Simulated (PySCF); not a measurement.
**How methods differ on the ionisation energy of Zr**

Zr [Kr] 4d2 5s2 [4d3/2^2, M_J = 2] → Zr⁺ [Kr] 4d2 5s1 [4d3/2^2 5s1/2^1, M_J = 3/2], as a difference of total energies. Computed with PySCF 2.14 in x2c-QZVPPall-2c, with the two-component X2C-1e Hamiltonian. Correlated levels: [Ar] 3d10 frozen; the 34 highest virtual spinors dropped. "Screened" scales the spin-orbit matrix elements by Boettger's factors to mimic the two-electron term; Breit and QED terms are absent.

| method | ionisation energy (eV) |
| --- | --- |
| GHF (spin-free) | 5.208 |
| GMP2 (spin-free) | 6.403 |
| GHF (screened spin-orbit) | 5.206 |
| GMP2 (screened spin-orbit) | 6.403 |

Question: How much does correlation contribute at GMP2 (screened spin-orbit)?

Answer: 6.403 − (5.206) = 1.197 eV, measured against GHF (screened spin-orbit).

The spin-free rows relax to the high-spin LS determinant and lack the spin-orbit shift.

The labels give the starting determinants; with spin-orbit coupling the two ends relaxed to ⟨J²⟩ = 7.65, ⟨L²⟩ = 12.07, ⟨S²⟩ = 2.05 and ⟨J²⟩ = 6.39, ⟨L²⟩ = 11.99, ⟨S²⟩ = 3.74.

MP2 underrates the near-degeneracy of ns² with np² in the lower species.

The determinant of Zr and of Zr⁺ mixes levels of different J (the jj label is only the starting occupation), so the difference between spin-free and spin-orbit rows is not the physical spin-orbit shift.

For comparison: 6.634 eV (measured; NIST Atomic Spectra Database, ionization energies).
